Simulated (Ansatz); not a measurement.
Energy difference R1 → P1 + P2, each structure at its B3LYP-D3(BJ)/def2-TZVP stationary point, reached from a drawn start (curvature not checked).
P1: CF3 (SMILES F[C](F)F), charge 0, multiplicity 2.
R1: CF4 (SMILES FC(F)(F)F), charge 0, multiplicity 1.
P2: F atom, charge 0, multiplicity 2.

P less R. No zero-point or thermal terms; singlets are restricted closed shells; open shells are unrestricted; no spin–orbit coupling.

Cores are frozen in the correlated methods.

Programs: Ansatz (Gaussian basis) for Hartree–Fock, density functionals and correlated methods. No computed number here is a measurement.

| level | reaction energy (kcal/mol) |
|---|---|
| HF/cc-pVTZ | 90.51 |
| SVWN5/def2-TZVPP | 158.03 |
| BLYP/def2-TZVPP | 125.49 |
| revPBE/def2-TZVPP | 124.39 |
| wB97X-V/def2-TZVPP | 131.41 |
| B2PLYP/def2-TZVPP | 128.04 |
| SCS-MP2/cc-pVQZ | 135.20 |
| CCSD(T)/cc-pVDZ | [?] |
| CCSD(T)/cc-pVQZ | [?] |

Complete the blanks.


- CCSD(T)/cc-pVDZ, reaction energy (kcal/mol): 124.62
- CCSD(T)/cc-pVQZ, reaction energy (kcal/mol): 131.70

Ansatz is a quantum-chemistry and plane-wave program.
